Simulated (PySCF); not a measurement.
An unknown gives this computed stick spectrum. Method used: TDDFT PBE0/def2-SVPD, vertical, gas phase, core orbitals frozen in the response in PySCF 2.14.0, density-fitted response routines. Geometries: GFN2-xTB, one conformer each.

| state | λ (nm) | f |
| --- | --- | --- |
| S1 | 226.6 | 0.0067 |
| S2 | 206.8 | 0.0029 |
| S3 | 197.0 | 0.024 |
| S4 | 183.6 | 0.0018 |
| S5 | 172.9 | 0.0058 |
| S6 | 166.6 | 0.789 |
| S7 | 162.3 | 0.073 |
| S8 | 161.1 | 0.086 |

Triplets computed (Tamm–Dancoff): 4.79, 5.08, 5.25 eV.

Question: Which structure fits?
A. `CC[C@@H](C)[C@@H](C)F`
B. `C(C)(CF)(C)CC`
C. `F[SiH2]C#CC[SiH3]`
D. `C(C)CCCCF`

Answer: C. Its S1, at 5.47 eV, is the lowest among the candidates; the nearest of the others has S1 at 8.34 eV. S1 is HOMO→LUMO (90%). Löwdin shares by element: HOMO carbon 78%, silicon 7% or more (atoms not listed hold the other 15%); LUMO carbon 39% or more, silicon 29% or more, hydrogen 7% or more (atoms not listed hold the other 25%). At the same level the other candidates give, for their lowest levels:
- `CCCCCCF`: 148 nm (f 0.000); 142 nm (f 0.042); 142 nm (f 0.003); 139 nm (f 0.006); 138 nm (f 0.003); T1 8.27 eV; HOMO -8.72, LUMO 0.79 eV
- `CC[C@@H](C)[C@@H](C)F`: 149 nm (f 0.001); 144 nm (f 0.001); 142 nm (f 0.017); 140 nm (f 0.006); 139 nm (f 0.035); T1 8.20 eV; HOMO -8.71, LUMO 0.69 eV
- `CCC(C)(C)CF`: 149 nm (f 0.039); 146 nm (f 0.021); 142 nm (f 0.011); 139 nm (f 0.011); 137 nm (f 0.007); T1 8.17 eV; HOMO -8.78, LUMO 0.64 eV
